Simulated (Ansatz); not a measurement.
Total energies of `[F][Mo]([F])([Cl])([Cl])([Cl])[Cl]`.

```json
{"atom": "F1", "x (Å)": "1.503", "y (Å)": "1.046", "z (Å)": "-0.379"}
{"atom": "Mo2", "x (Å)": "0.037", "y (Å)": "0.000", "z (Å)": "0.008"}
{"atom": "F3", "x (Å)": "1.164", "y (Å)": "-1.081", "z (Å)": "0.986"}
{"atom": "Cl4", "x (Å)": "-0.274", "y (Å)": "1.248", "z (Å)": "1.877"}
{"atom": "Cl5", "x (Å)": "-1.265", "y (Å)": "1.381", "z (Å)": "-1.211"}
{"atom": "Cl6", "x (Å)": "0.534", "y (Å)": "-1.251", "z (Å)": "-1.818"}
{"atom": "Cl7", "x (Å)": "-1.699", "y (Å)": "-1.342", "z (Å)": "0.536"}
```

The species carries charge 0 and has multiplicity 1. Correlated methods include outer-core shells of Mo, which these sets cover unevenly. Mo takes the def2 core potential. Geometry: relaxed with PBE0-D4/def2-TZVP. Basis def2-TZVPP, Ansatz 0.2.0.

RPA on PBE orbitals: Hartree–Fock energy of these orbitals -2104.47188 Eh, correlation -2.84489 Eh (frozen core).

```
             functional  energy without D4 (Eh)  D4 term (kJ/mol)
            LDA (SPW92)             -2101.78911                 –
                    PBE             -2108.17863             -35.6
                 revPBE             -2108.72240             -87.0
                   BLYP             -2109.03585             -76.0
                 r2SCAN             -2108.91704              -8.1
                 B97M-V             -2108.52460                 –
                   PBE0             -2108.22974             -30.6
                  B3LYP             -2109.11834             -58.6
                r2SCANh             -2108.85827              -8.9
                r2SCAN0             -2108.77342             -10.0
HSE06 (plane-wave form)             -2108.19193             -29.0
                  BHLYP             -2108.79381             -51.7
              CAM-B3LYP             -2108.98529             -32.0
                LC-ωPBE             -2108.40316                 –
                ωB97X-V             -2108.62903                 –
                ωB97M-V             -2108.79120                 –
                 B2PLYP             -2108.34275                 –
               PBE-QIDH             -2107.80415                 –
```

B3LYP takes the VWN-RPA correlation (the form of Gaussian; ORCA's B3LYP/G). HSE06 is the plane-wave form, built on full-range PBE exchange. The double hybrids freeze the cores in their second-order part.

LC-ωPBE has ω = 0.4 bohr⁻¹.
